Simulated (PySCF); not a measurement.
**Structure revision by computed shifts**

A compound C7H13B gives the data below (simulated from a calculation) and was assigned the structure `C=C[C@H]1BCCCC1`.

$^{13}$C{$^{1}$H} NMR (computed): δ 181.4 (C), 134.3 (CH), 37.5 (CH2), 36.5 (CH2), 18.3 (CH2), 14.8 (CH3, 2C).

$^{1}$H NMR (400 MHz, computed): δ 6.24 (s, 1H), 2.96 (m, 2H), 2.95 (m, 2H), 2.01 (m, 2H), 0.82 (s, 6H).

Calculated, not measured (PySCF): coordinates at the PBE0-D3(BJ)/def2-SVP level, shielding tensors at B97-2/pcSseg-1 (GIAO). Non-relativistic Hamiltonian, one conformer, no solvent, averaged over atoms made equivalent by symmetry, fast rotation or ring inversion.

Chemical shifts δ = σref − σ; $^{1}$H (σref 31.38), $^{13}$C (σref 183.69) vs TMS, all at this level.

(1) Compare with the shifts computed for the proposed structure, pairing carbons in order of shift.

(2) Which isomer fits?

Answers

(1) Structure with atom numbers: `[CH2:1]=[CH:2][C@H:3]1[BH:4][CH2:5][CH2:6][CH2:7][CH2:8]1`. Hydrogens are named by the atom that carries them.

```json
{"atom": "C2", "computed for proposal": "148.7", "given list": "181.4", "difference": "-32.7"}
{"atom": "C1", "computed for proposal": "115.8", "given list": "134.3", "difference": "-18.5"}
{"atom": "C3", "computed for proposal": "51.8", "given list": "37.5", "difference": "+14.3"}
{"atom": "C8", "computed for proposal": "32.5", "given list": "36.5", "difference": "-4.0"}
{"atom": "C7", "computed for proposal": "29.1", "given list": "18.3", "difference": "+10.8"}
{"atom": "C5", "computed for proposal": "28.2", "given list": "14.8", "difference": "+13.4"}
{"atom": "C6", "computed for proposal": "25.2", "given list": "14.8", "difference": "+10.4"}
```

The rms difference is 17.1 ppm and the largest -32.7 ppm at C2 (alkene CH). The proposal also would give 7 carbon signals, not 6. The carbon types in order of shift don't match either: CH, CH2, CH, CH2, CH2, CH2, CH2 for the proposal against C, CH, CH2, CH2, CH2, CH3, CH3 in the data. The proposal doesn't fit.

(2) `CB(C)C=C1CCC1`.

δC 181.4: fully substituted alkene carbon. δC 134.3: alkene CH; as expected for a trigonal carbon in a double bond. δC 18.3: sp3 CH2 in a ring; a saturated carbon with 2 carbon neighbours and no heteroatom attached. δH 6.24: hydrogen on an alkene CH; olefinic region.

The data come from this structure; uniqueness wasn't tested.

A carbon bonded to boron is broadened by the quadrupolar boron nucleus and is often missing from a measured spectrum. Shifts are as computed. Against solution values, carbons near 30 ppm lie about +1 ppm off and those near 130 ppm about +2 ppm. Of 1211 compounds with measured shifts, 218 miss one by over three times the rms of a fit or turn the order of signals round; such compounds aren't used in these exercises. Multiplicities follow the n + 1 count of equivalent neighbours, as no J values were calculated; m marks all less simple cases, F and P coupling included.
